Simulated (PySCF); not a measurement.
Two species compared at the same levels of theory.

First species: C5H3FNO2S (charge -1).
Atom-mapped SMILES: `[CH3:1][c:2]1[n:3][c:4]([C:5](=[O:6])[O-:7])[c:8]([F:9])[s:10]1` (hydrogens: H11, H12, H13 on C1)

Geometry (GFN2-xTB, Å), atoms numbered from 1 in this order:
```
atom  x, y, z in Å
C1     2.4857   -0.0811    0.1580
C2     1.0127   -0.2692    0.1802
N3     0.1535    0.6303   -0.0876
C4    -1.1425    0.2247   -0.0009
C5    -2.3546    1.2371   -0.3073
O6    -3.4664    0.7347   -0.1909
O7    -1.9863    2.3636   -0.6123
C8    -1.2524   -1.0728    0.3581
F9    -2.3326   -1.8249    0.5453
S10    0.3217   -1.8415    0.6042
H11    2.7010    0.9456   -0.1257
H12    2.9456   -0.7615   -0.5585
H13    2.9101   -0.2845    1.1411
```

Second species: C5H4ClN.
Bonds: Cl1–C2, C2–C3 (aromatic), C3–C4 (aromatic), C4–C5 (aromatic), C5–C6 (aromatic), C6–N7 (aromatic), C2–N7 (aromatic). Hydrogens: H8 on C3; H9 on C4; H10 on C5; H11 on C6.

Levels: PBE0/def2-SVPD for HOMO energy, LUMO energy, HOMO–LUMO gap, static isotropic polarisability and electronic spatial extent ⟨r²⟩ about the centre of nuclear charge; TDDFT PBE0/def2-SVPD for lowest singlet excitation; TDA PBE0/def2-SVPD for lowest triplet excitation (Tamm–Dancoff); GFN2-xTB for rotational constant A and rotational constant C. Geometries: GFN2-xTB. Each species is one conformer at its optimised geometry, gas phase, non-relativistic unless stated; the electronic structure was computed with PySCF and density fitting.

Dipoles, sizes and rotational constants follow the conformer. The torsions of the flexible species, by atom-mapped SMILES:
- `[CH3:1][c:2]1[n:3][c:4]([C:5](=[O:6])[O-:7])[c:8]([F:9])[s:10]1`: N3–C4–C5–O6 180°

```csv
property,column X,column Y
HOMO energy,-2.11 eV,-7.59 eV
LUMO energy,2.67 eV,-1.20 eV
HOMO–LUMO gap,4.78 eV,6.39 eV
lowest singlet excitation,3.73 eV,5.11 eV
lowest triplet excitation (Tamm–Dancoff),3.44 eV,4.14 eV
static isotropic polarisability,101.2 au,76.1 au
electronic spatial extent ⟨r²⟩ about the centre of nuclear charge,1685 bohr²,849 bohr²
rotational constant A,1.894 GHz,5.960 GHz
rotational constant C,0.629 GHz,1.297 GHz
```

(1) Which column belongs to which species?

(2) How does each property change from the first species to the second?

## Answers

(1) Column X is the first species and column Y the second. The first has 13 atoms and 82 electrons, the second 11 and 58; their charges are -1 and 0, their HOMO energies -2.11 eV and -7.59 eV.

(2) HOMO energy -5.48 eV; LUMO energy -3.87 eV; HOMO–LUMO gap +1.61 eV; lowest singlet excitation +1.38 eV; lowest triplet excitation (Tamm–Dancoff) +0.70 eV; static isotropic polarisability -25.1 au; electronic spatial extent ⟨r²⟩ about the centre of nuclear charge -836 bohr²; rotational constant A +4.066 GHz; rotational constant C +0.668 GHz.

On the first: The principal polarisabilities are 62.7, 109.5 and 131.5 au; their mean is the isotropic value. In wavenumbers S1 is 30100 cm⁻¹ (1 eV = 8065.54 cm⁻¹).

On the second: In wavenumbers S1 is 41200 cm⁻¹ (1 eV = 8065.54 cm⁻¹). The principal polarisabilities are 46.5, 78.0 and 103.9 au; their mean is the isotropic value.
